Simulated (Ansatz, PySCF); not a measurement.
silanone (H₂OSi), SMILES O=[SiH2]. Atoms are numbered in the order given.

```xyz
4

Si     0.0000     0.0000     0.4374
O      0.0000     0.0000    -1.0821
H      0.0000    -1.2270     1.2664
H      0.0000     1.2270     1.2664
```

The structure is a stationary point at B3LYP-D3(BJ)/def2-TZVP.

Vertical ionisation energy (IE) and electron affinity (EA) in eV. Rows of orbital energies are one-electron estimates. Where ΔSCF, EOM or ADC give a negative EA the extra electron is unbound and the value depends on the basis.

```json
[
 {"level": "−ε(HOMO), −ε(LUMO), CAM-B3LYP/def2-TZVPD (PySCF)", "IE": "9.75", "EA": "1.27"},
 {"level": "−ε(HOMO), −ε(LUMO), ωB97X/def2-TZVPD (PySCF)", "IE": "10.73", "EA": "0.17"},
 {"level": "−ε(HOMO), −ε(LUMO), PBE/def2-TZVPD (PySCF)", "IE": "6.81", "EA": "3.19"},
 {"level": "EOM-CCSD/aug-cc-pVDZ (PySCF)", "IE": "10.63", "EA": "0.13"},
 {"level": "ADC(2)/aug-cc-pVDZ (PySCF)", "IE": "[?]", "EA": "[?]"},
 {"level": "ΔSCF, CAM-B3LYP/def2-TZVPD (Ansatz), final states of multiplicity 2 and 2", "IE": "10.80", "EA": "0.31"},
 {"level": "ΔSCF, PBE/def2-TZVPD (Ansatz), final states of multiplicity 2 and 2", "IE": "10.76", "EA": "0.34"}
]
```

Question: What belongs in the gaps? (The exact figures need the calculation; the answer reports its results.)

Answer: 
- ADC(2)/aug-cc-pVDZ (PySCF), IE: 8.97
- ADC(2)/aug-cc-pVDZ (PySCF), EA: 0.13

Question: What vertical singlet–triplet gap does ΔSCF give with CAM-B3LYP/def2-TZVPD (Ansatz, a quantum-chemistry and plane-wave program) and with PBE/def2-TZVPD (Ansatz)? (Estimate from the structure and the level; the computed values follow.)

Answer: 3.78 and 3.66 eV (triplet above singlet where positive).

Question: Beyond the first one, list the lowest photoelectron lines from PySCF with ADC(2)/aug-cc-pVDZ with their pole strengths (two spins summed). (Estimate from the structure and the level; the computed values follow.)

Answer: 10.36 eV (1.70), 10.89 eV (1.66), 14.16 eV (1.85), 18.06 eV (1.82).
